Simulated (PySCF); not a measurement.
C₂H₉FOSi₂, SMILES C[C@H]([SiH3])[Si@H](O)F. Heavy atoms are numbered as in [CH3:1][C@H:2]([SiH3:3])[Si@H:4]([OH:5])[F:6]. Hydrogens are named by the atom that carries them.

Geometry optimised at B3LYP-D3(BJ)/def2-SVP. The structure was generated by enumeration; whether it is a known compound was not checked. The values are those of a single conformer.

Method: PySCF with PBE0/pcSseg-1.

GIAO shieldings, no solvent; atoms alike by connectivity are averaged. δ = σ(ref) − σ: ¹³C against TMS (σ = 186.3 ppm); ²⁹Si against TMS (σ = 352.7 ppm); ¹⁷O against H2O (σ = 334.2 ppm); ¹⁹F against CFCl3 (σ = 167.2 ppm); ¹H against TMS (σ = 31.56 ppm), references at their B3LYP-D3(BJ)/def2-TZVP geometries, non-relativistic.

| nucleus | atoms | count | δ (ppm) |
|---|---|---|---|
| ¹³C | C1 (CH3) | 1 | 12.9 |
| ¹³C | C2 (CH) | 1 | 2.3 |
| ²⁹Si | Si4 (SiH) | 1 | -0.6 |
| ²⁹Si | Si3 (SiH3) | 1 | -61.4 |
| ¹⁷O | O5 (OH) | 1 | 63.9 |
| ¹⁹F | F6 | 1 | -152.0 |
| ¹H | H on Si4 | 1 | 5.08 |
| ¹H | H on Si3 | 3 | 4.15 |
| ¹H | H on O5 | 1 | 2.65 |
| ¹H | H on C1 | 3 | 1.44 |
| ¹H | H on C2 | 1 | 0.70 |
